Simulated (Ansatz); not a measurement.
Relaxation of C₄H₆Si (11 atoms, charge 0, multiplicity 1), to a largest force component of 0.02 eV/Å in at most 50 steps.

All numbers below come from UKS B3LYP/STO-3G in Ansatz.

```xyz
11
Properties=species:S:1:pos:R:3:forces:R:3
C -1.565 0.280 0.237 -2.36 3.41 -0.64
Si -0.011 -0.496 0.622 6.85 -0.40 -3.11
C 1.656 0.977 0.133 -0.87 2.79 6.93
C 1.615 0.057 -0.729 -1.34 -3.93 -3.78
C 1.085 -0.997 -1.346 -1.30 -0.64 3.99
H -1.541 0.960 -0.676 0.49 -1.14 0.96
H -2.373 -0.414 0.058 -0.56 -0.63 0.00
H -1.900 0.989 1.039 0.17 -0.73 -0.31
H 0.384 -1.382 1.776 -0.47 0.93 -1.01
H 2.336 1.136 1.032 -0.41 0.11 -1.56
H 0.380 -1.167 -2.127 -0.19 0.23 -1.47
```

Q: Where does it end, and by what steps?

A: It converged. Limits of this set-up: minimal basis. After 7 steps the energy has fallen by 2.526 eV; C5 moved furthest, 0.26 Å.

| step | energy less start (eV) | largest force component (eV/Å) | accepted |
| --- | --- | --- | --- |
| 0 | 0.0000 | 6.934 | yes |
| 1 | -2.0282 | 2.082 | yes |
| 2 | -2.3697 | 1.158 | yes |
| 3 | -2.4503 | 0.665 | yes |
| 4 | -2.5225 | 0.145 | yes |
| 5 | -2.5252 | 0.058 | yes |
| 6 | -2.5255 | 0.025 | yes |
| 7 | -2.5257 | 0.011 | yes |

```xyz
11
Properties=species:S:1:pos:R:3
C -1.594 0.331 0.227
Si 0.130 -0.367 0.460
C 1.574 0.878 0.282
C 1.668 0.023 -0.767
C 0.927 -1.044 -1.149
H -1.625 1.011 -0.633
H -2.321 -0.474 0.056
H -1.907 0.892 1.117
H 0.324 -1.233 1.604
H 2.391 1.122 0.971
H 0.499 -1.196 -2.147
```

Time of the run: 22 s on 1 thread of Intel(R) Xeon(R) Platinum 8488C (Sapphire Rapids) (shared host), peak memory 0.15 GiB.
